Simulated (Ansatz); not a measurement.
Start from `N[SiH](O)[SiH2][SiH3]` and change one atom or group to get `N[SiH](O)[SbH2]`.

Ansatz, PBE0-D4/def2-TZVP geometries, multiplicity 1. Each molecule was computed in one conformer, which needn't be the lowest.

Elements past krypton have def2 core potentials.

| property | `N[SiH](O)[SiH2][SiH3]` |
| --- | --- |
| size of the dipole moment (B3LYP/def2-TZVPP) / D | 2.62 |
| HOMO–LUMO gap (PBE0/def2-TZVPP) / eV | 7.17 |
| HOMO energy (B3LYP/def2-TZVPP) / eV | -6.98 |
| HOMO–LUMO gap (B3LYP/def2-TZVPP) / eV | 6.76 |
| LUMO energy (PBE/def2-TZVPP) / eV | -0.83 |
| HOMO energy (PBE/def2-TZVPP) / eV | -5.97 |

Question: What does the change do to each property? (Best estimate.)

Answer: Computed: 
```
                                        property  `N[SiH](O)[SbH2]`  shift
size of the dipole moment (B3LYP/def2-TZVPP) / D               2.12  -0.50
            HOMO–LUMO gap (PBE0/def2-TZVPP) / eV               6.53  -0.64
             HOMO energy (B3LYP/def2-TZVPP) / eV              -6.44   0.54
           HOMO–LUMO gap (B3LYP/def2-TZVPP) / eV               6.12  -0.64
               LUMO energy (PBE/def2-TZVPP) / eV              -0.87  -0.04
               HOMO energy (PBE/def2-TZVPP) / eV              -5.57   0.40
```

With PBE0 the HOMO rises by 0.55 eV and the LUMO falls by 0.08 eV, so the gap narrows by about 0.63 eV. PBE moves the HOMO by 0.40 eV and ωB97M-V by 0.63 eV. Dipoles are sizes alone; their direction can turn.

B3LYP here is the variant with VWN-RPA as its local correlation; programs differ in this.

Spin–orbit coupling is left out; it splits and shifts lone-pair levels of the heavy atoms by tenths of an eV.
